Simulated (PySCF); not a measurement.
Geometries of 3 isomers of C7H5Cl3, from PBE0-D3(BJ)/def2-SVP geometry optimisation, gas phase (PySCF 2.14.0). One conformer each, no zero-point energy, no frequencies.

Question: Which is lowest in electronic energy at this level?
A.
```xyz
15
angstrom
C     -2.616   -0.478   -0.866
C     -1.351   -0.214   -0.494
C     -0.897    0.842    0.421
C      0.448    0.759    0.522
C      0.913   -0.355   -0.324
C      2.351   -0.723   -0.444
Cl     2.994   -1.130    1.178
Cl     3.270    0.681   -1.072
Cl     2.606   -2.105   -1.525
C     -0.150   -0.936   -0.930
H     -2.845   -1.294   -1.557
H     -3.453    0.115   -0.489
H     -1.553    1.556    0.919
H      1.107    1.390    1.118
H     -0.133   -1.781   -1.614
```
B.
```xyz
15
angstrom
C     -3.226   -0.272    0.097
C     -2.002    0.227   -0.134
C     -0.705   -0.357    0.219
C      0.263    0.493   -0.208
C      1.724    0.298   -0.060
Cl     2.512    0.212   -1.662
Cl     2.440    1.621    0.906
C     -0.347    1.664   -0.855
C     -1.688    1.501   -0.808
Cl    -2.890    2.562   -1.409
H     -4.117    0.275   -0.224
H     -3.363   -1.229    0.605
H     -0.569   -1.308    0.733
H      1.957   -0.638    0.460
H      0.201    2.500   -1.286
```
C.
```xyz
15
angstrom
C      1.564   -1.847    0.971
C      0.833   -0.895    0.810
C     -0.026    0.260    0.616
C      0.504    1.395   -0.330
C     -0.728    1.154   -1.160
C     -1.175    0.162   -0.378
C     -2.380   -0.701   -0.385
Cl    -3.464   -0.240   -1.716
Cl    -1.912   -2.410   -0.570
Cl    -3.239   -0.506    1.173
H      2.205   -2.697    1.116
H     -0.359    0.649    1.593
H      0.577    2.385    0.148
H      1.462    1.156   -0.815
H     -1.131    1.626   -2.058
```

Answer: B. That is `C=C1C=C(C(Cl)Cl)C=C1Cl`, 6.9 kcal/mol below the next.

```
                   SMILES                                                 atoms numbered as above       E (Eh)  relative (kcal/mol)  relative (kJ/mol)  dipole (D)
   C=C1C=C(C(Cl)Cl)C=C1Cl    [CH2:1]=[C:2]1[CH:3]=[C:4]([CH:5]([Cl:6])[Cl:7])[CH:8]=[C:9]1[Cl:10]  -1648.92026                  0.0                0.0        2.83
 C=C1C=CC(C(Cl)(Cl)Cl)=C1  [CH2:1]=[C:2]1[CH:3]=[CH:4][C:5]([C:6]([Cl:7])([Cl:8])[Cl:9])=[CH:10]1  -1648.90933                  6.9               28.7        2.85
C#C[C@H]1CC=C1C(Cl)(Cl)Cl    [CH:1]#[C:2][C@H:3]1[CH2:4][CH:5]=[C:6]1[C:7]([Cl:8])([Cl:9])[Cl:10]  -1648.83065                 56.2              235.3        2.09
```

As drawn, the highest has a four-membered ring and a C≡C bond, which the lowest lacks.
